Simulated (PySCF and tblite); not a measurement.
Values are calculated unless marked as measured or tabulated.
Stationary points of C6H7N at PBE0-D3(BJ)/def2-SVP, in Å:

Structure A

```
 1 C     1.194    1.113   -0.063
 2 C    -0.043    1.632   -0.044
 3 C    -1.324    0.901    0.008
 4 C    -1.533   -0.425    0.053
 5 N    -0.617   -1.471    0.058
 6 C     0.771   -1.392    0.018
 7 C     1.570   -0.314   -0.036
 8 H     2.033    1.813   -0.104
 9 H    -0.132    2.722   -0.070
10 H    -2.228    1.513    0.013
11 H    -2.566   -0.782    0.090
12 H    -1.006   -2.399    0.110
13 H     1.239   -2.380    0.031
14 H     2.639   -0.531   -0.062
```

Structure B

```
 1 C     1.188    1.088    0.072
 2 C    -0.053    1.609    0.091
 3 C    -1.293    0.878   -0.178
 4 C    -1.501   -0.432    0.035
 5 N    -0.556   -1.344    0.530
 6 C     0.743   -1.374    0.002
 7 C     1.527   -0.307   -0.222
 8 H     2.032    1.758    0.267
 9 H    -0.160    2.679    0.301
10 H    -2.140    1.450   -0.567
11 H    -2.485   -0.862   -0.184
12 H    -0.939   -2.262    0.706
13 H     1.119   -2.375   -0.238
14 H     2.518   -0.506   -0.637
```

Geometries: PBE0-D3(BJ)/def2-SVP; energies: PBE0/pcSseg-1 + D3(BJ); zero-point and thermal terms from GFN2-xTB harmonic modes (soft modes blended into free rotors).

Task: Which structure is a saddle point, and along which motion?

Result: A: one imaginary mode (164i cm⁻¹ at GFN2-xTB, mostly on N5, H12), along the inversion of the 7-membered ring (1–2–3–4–5–6–7).

Task: Give their symmetry and energies above the lowest.

Result: A C2v, 1.9 kcal/mol; B Cs, 0.0 kcal/mol.
